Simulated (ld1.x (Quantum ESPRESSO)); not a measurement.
## Before and after: PAW potential for Ga (Z = 31)

- Element: Ga
- Generator: ld1.x (Quantum ESPRESSO) 7.5
- Type: PAW
- Functional: PBE
- Relativity: scalar-relativistic
- Frozen core: [Ar]
- Valence charge: 13
- Reference configuration: 3d10 4s2 4p0 (charge +1)
- Partial waves: 4s (bound): rcut 1.45, rcutus 2.00 bohr; 4s channel at -0.15 Ry: rcut 1.45, rcutus 2.00 bohr; 4p (bound, empty): rcut 1.90, rcutus 2.30 bohr; 4p channel at 0.15 Ry: rcut 1.90, rcutus 2.30 bohr; 3d (bound): rcut 0.90, rcutus 1.15 bohr; 3d channel at -1.5 Ry: rcut 0.90, rcutus 1.15 bohr
- Local potential: all-electron potential smoothed inside 1.30 bohr (lloc = -1)
- Core correction: a·sin(br)/r model core, default radius (ld1.x builds one for every PAW set, though the input has nlcc=.false.)
- Augmentation charge: BESSEL, radius 0.90 bohr

Change: waves 3d (bound): rcut 0.84, rcutus 0.88 bohr; 3d channel at -1.5 Ry: rcut 0.84, rcutus 0.88 bohr.

Cutoffs: the cutoffs (Ry, on a coarse ladder) from which the occupation-weighted sum of valence levels, in a spherical-Bessel basis at the reference potential, stays within 10 and 1 mRy of its value at 400 Ry; they do not see the model core or the augmentation charge, which bear on the density cutoff. Errors are all-electron minus pseudo energies relative to the spin-unpolarised reference configuration.

Q: How do hardness, ghosts and transferability respond?

A: Of the 6 tests that both files solve, the error grows in 2 and shrinks in 0 by more than 15 % and 0.3 meV (median size 2.0 → 1.7 meV); neither file shows a bound ghost at the reference potential, the only one tested.

```tsv
quantity	base	changed
cutoff, loose	110 Ry	200 Ry
cutoff, tight	180 Ry	over 300 Ry
loose cutoff by channel (10 mRy a level)	s 6 Ry, d 70 Ry	s 6 Ry, d 140 Ry
bound ghosts	none	none
tests counted (converged, no solver errors)	6 of 7	6 of 7
error for 3d10 4s2 4p1, meV [ΔE -5.69 eV]	+2.7	+2.4
error for 3d10 4s1 4p0, meV [ΔE 21.13 eV]	+17	+20
error for 3d10 4s0 4p0, meV [ΔE 52.40 eV]	+120	+138
error for 3d10 4s1 4p2, meV [ΔE 0.85 eV]	+0.4	+0.3
error for 3d10 4s1 4p1, meV [ΔE 7.37 eV]	-0.1	+0.6
error for 3d10 4s2 4p0.5, meV [ΔE -3.66 eV]	+1.3	+1.1
s: phases at 2.52 bohr within 0.05 rad from the reference energy up to (Ry; the scan ends near 5)	1.2	1.2
p: phases at 2.52 bohr within 0.05 rad from the reference energy up to (Ry; the scan ends near 5)	3.6	3.6
d: phases at 2.52 bohr within 0.05 rad from the reference energy up to (Ry; the scan ends near 5)	to the end of the scan	to the end of the scan
lowest overlap eigenvalue by channel	s 0.32, p 0.56, d 0.97	s 0.32, p 0.56, d 0.98
```

Base: Tests not counted: 3d9 4s0 4p0 (solver errors, printed error -1346 eV). Changed file: Tests not counted: 3d9 4s0 4p0 (solver errors, printed error -1346 eV).
